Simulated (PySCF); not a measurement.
**Broadened absorption spectrum of C6H7NSSi**

Compound: C₆H₇NSSi.
Bonds: C1–C2 (double), C2–N3, N3–C4 (aromatic), C4–C5 (aromatic), C5–C6 (aromatic), C6–C7 (aromatic), C2–S8, S8–Si9, C1–Si9, N3–C7 (aromatic). Hydrogens: H10 on C1; H11 on C4; H12 on C5; H13 on C6; H14 on C7; H15, H16 on Si9.

Theory: PySCF, TDDFT PBE0/def2-SVPD, vertical, gas phase, core orbitals frozen in the response. Geometry: GFN2-xTB, one conformer, isolated molecule. Torsions of this conformer, `[CH:1]1=[C:2]([n:3]2[cH:4][cH:5][cH:6][cH:7]2)[S:8][SiH2:9]1`: C1–C2–N3–C4 180°.

Each state is given a Gaussian of 0.3 eV full width at half maximum, with ε(max) = 2.175×10⁸ f / Δν̃ (Δν̃ the width in cm⁻¹). The width is an assumption, not a result. The curve ends short of the highest state used, and states not computed would add to its high-energy end.

| E (eV) | ε (L mol⁻¹ cm⁻¹) |
| --- | --- |
| 3.86 | 2 |
| 3.91 | 7 |
| 3.95 | 21 |
| 4.00 | 70 |
| 4.04 | 165 |
| 4.08 | 355 |
| 4.13 | 812 |
| 4.17 | 1414 |
| 4.21 | 2241 |
| 4.26 | 3483 |
| 4.30 | 4450 |
| 4.34 | 5165 |
| 4.39 | 5439 |
| 4.43 | 5099 |
| 4.47 | 4376 |
| 4.52 | 3285 |
| 4.56 | 2582 |
| 4.60 | 2255 |
| 4.65 | 2522 |
| 4.69 | 3231 |
| 4.73 | 4202 |
| 4.78 | 5382 |
| 4.82 | 5959 |
| 4.86 | 6007 |
| 4.91 | 5300 |
| 4.95 | 4306 |
| 4.99 | 3195 |
| 5.04 | 2007 |
| 5.08 | 1444 |
| 5.12 | 1395 |

Question: Locate the maxima and give the states behind the curve.

Answer: 283 nm (4.38 eV), ε about 5400, made up of S2 (94%); 256 nm (4.84 eV), ε about 6100, made up of S3 (98%) (ε in L mol⁻¹ cm⁻¹; maxima over ε = 5, shares over 10%). At its high-energy end, 5.12 eV, the curve is still rising (ε about 1400, from S3 and S6). The states used: S1 4.31 eV (f 0.0042); S2 4.39 eV (f 0.057); S3 4.84 eV (f 0.066); S4 4.93 eV (f 0.0018); S5 5.21 eV (f 0.0004); S6 5.47 eV (f 0.359); S7 5.69 eV (f 0.0021); S8 5.72 eV (f 0.0001).

Question: Coming from long wavelengths, where does ε first pass 100 L mol⁻¹ cm⁻¹?

Answer: At about 309 nm (4.02 eV), 0.30 eV below S1.

Question: Does any computed singlet lie in the visible range?

Answer: No computed singlet lies in the visible range (380 to 750 nm); the lowest, at 287 nm, stands 1.05 eV above its violet end (3.26 eV); a Tamm–Dancoff triplet lies at 386 nm, without intensity as long as spin–orbit coupling is left out.

Question: What would ε be at 4.84 eV, the highest of these maxima, with half the width (0.15 eV)?

Answer: About 12000 L mol⁻¹ cm⁻¹ against 6060, a factor of about 1.97; a lone state at its own centre would give exactly 2.
